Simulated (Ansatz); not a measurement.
Computed with Ansatz on PBE0-D4/def2-TZVP structures; ΔE is electronic, products minus reactants. CCSD(T)/CBS is the MP2 limit (def2-TZVPP, def2-QZVPP) plus CCSD(T) − MP2 in def2-TZVPP, frozen cores. This one scheme is used for every species. DFT in def2-TZVPP. B3LYP here is the variant with VWN-RPA as its local correlation; programs differ in this. One conformer a species, not always the lowest.

Reaction (formal hydrolysis of the Si–B bond): `[AlH2][SiH2]BC[SiH3]` + H₂O → `O[SiH2][AlH2]` + `BC[SiH3]`

Question: Is it downhill or uphill in electronic energy at CCSD(T)/CBS, and by how much? (An estimate is asked.)

Answer: Computed: Downhill: ΔE = -70.5 kJ/mol.

Question: What do these levels give: PBE-D4, PBE0-D4, B3LYP-D4, B2PLYP, r2SCAN, PBE0, HF/def2-TZVPP, MP2/def2-TZVPP, CCSD/def2-TZVPP, MP2/def2-QZVPP, HF/CBS(def2), MP2/CBS(def2)? (Best estimate.)

Answer: Ansatz gave: PBE-D4 -50.0, PBE0-D4 -57.6, B3LYP-D4 -74.3, B2PLYP -83.3, r2SCAN -68.2, PBE0 -64.0, HF/def2-TZVPP -112.2, MP2/def2-TZVPP -76.3, CCSD/def2-TZVPP -77.8, MP2/def2-QZVPP -76.1, HF/CBS(def2) -113.5, MP2/CBS(def2) -75.3 kJ/mol.

Largest T1 diagnostic among the species: 0.014.

From PBE to PBE0 (25 % exact exchange), in def2-TZVPP and without D4, ΔE moves by −7.3 kJ/mol. In def2-TZVPP, CCSD(T) changes the Hartree–Fock value by +40.7 kJ/mol (the triples alone add +6.3 kJ/mol) and MP2 by +35.9 kJ/mol. The D4 term adds +10.6 kJ/mol with B3LYP and +6.4 kJ/mol with PBE0; it sums over pairs of atoms, weighted by their polarisabilities, and B3LYP, whose exchange is more repulsive, gets the larger term.
